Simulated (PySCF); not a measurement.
## Electronic absorption of C3H7FSSi2

C₃H₇FSSi₂.
InChI=1S/C3H7FSSi2/c1-2-3(4)6-7(2)5/h5,7H,6H2,1H3/t7-/m1/s1

The calculation used TDDFT wB97X-D/def2-SVPD, vertical, gas phase, core orbitals frozen in the response in PySCF. One conformer (not necessarily the lowest) at the GFN2-xTB geometry, without solvent, vibrations or thermal averaging. Torsions of this conformer, `[CH3:1][C:2]1=[C:3]([F:4])[SiH2:5][Si@H:6]1[SH:7]`: H–S7–Si6–Si5 42°.

Predict the UV-vis stick spectrum at this level.

```
state  E (eV)  λ (nm)  ν̃ (cm⁻¹)       f   main configurations (H = HOMO, L = LUMO)
   S1    5.73   216.5      46190   0.015                     H→L+1 (49%), H→L (39%)
   S2    5.97   207.7      48150   0.011                     H→L+1 (38%), H→L (36%)
   S3    6.12   202.6      49370   0.015                                H→L+2 (70%)
   S4    6.37   194.7      51370  0.0052       H→L+3 (45%), H→L+5 (13%), H-1→L (8%)
   S5    6.48   191.3      52290  0.0030    H-1→L (41%), H-1→L+1 (31%), H→L+4 (11%)
   S6    6.53   189.8      52690  0.0083  H→L+4 (28%), H-1→L+2 (14%), H-1→L+1 (14%)
   S7    6.74   183.9      54370   0.232                 H-1→L+1 (32%), H-1→L (29%)
   S8    6.83   181.6      55060   0.134                              H-1→L+2 (61%)
```

Triplets (Tamm–Dancoff): T1 4.46 eV, H-1→L+1 (32%), H-1→L+2 (31%), H-1→L (19%); T2 5.34 eV, H→L (58%), H→L+1 (15%), H→L+2 (10%); T3 5.41 eV, H→L+1 (48%), H→L (20%), H→L+2 (11%).

The lowest singlet comes at 217 nm (553 kJ/mol) in the ultraviolet; it is weak; its leading configuration is HOMO→LUMO+1 (49%). The strongest level in the table is S7 at 6.74 eV (184 nm, f = 0.232). Löwdin shares by element: HOMO sulfur 52%, silicon 26%, carbon 8% or more; LUMO silicon 43%, sulfur 14%, carbon 9% or more (atoms not listed hold the other 34%). Weighted by f, the mean energy of these states is 6.68 eV. The listed states span 1.10 eV. Orbital energies (eV): HOMO-3 -10.81, HOMO-2 -10.53, HOMO-1 -9.47, HOMO -8.98, LUMO 1.19, LUMO+1 1.27, LUMO+2 1.50. The window holds the lowest 8 singlets.

On Arm Neoverse V1, one thread (shared host), this took 65 s and 0.89 GiB of memory at its peak.
